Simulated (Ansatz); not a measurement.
Reaction (ligand exchange at the Si–O bond): `[SiH3][O][Ga]([Br])[Br]` + `N[SiH2]S` → `[SiH3]N[SiH2]S` + `[OH][Ga]([Br])[Br]`

Isolated molecules relaxed with PBE0-D4/def2-TZVP in Ansatz; ΔE leaves out vibrations. CCSD(T)/CBS is the MP2 limit (def2-TZVPP, def2-QZVPP) plus CCSD(T) − MP2 in def2-TZVPP, frozen cores. DFT in def2-TZVPP. For Br, Ga outer-core shells are correlated without core-valence functions, which leaves a few kJ/mol of doubt a bond. Scalar relativity is left out up to krypton. Each species was taken in one conformer, which may not be the lowest.

| level | ΔE (kJ/mol) |
| --- | --- |
| PBE-D4 | 31.4 |
| r2SCAN-D4 | 38.7 |
| B2PLYP | 42.0 |
| CCSD/CBS(def2) | 42.4 |

Problem. What does CCSD(T)/CBS give? (Estimate.)

Solution. Ansatz gave: +40.1 kJ/mol. The listed levels differ from it by -8.7, -1.4, 1.9, 2.3 kJ/mol.

Largest T1 diagnostic among the species: 0.011.

From PBE to PBE0 (25 % exact exchange), in def2-TZVPP and without D4, ΔE moves by +4.0 kJ/mol. In def2-TZVPP, CCSD(T) changes the Hartree–Fock value by −14.5 kJ/mol (the triples alone add −2.3 kJ/mol) and MP2 by −14.8 kJ/mol.
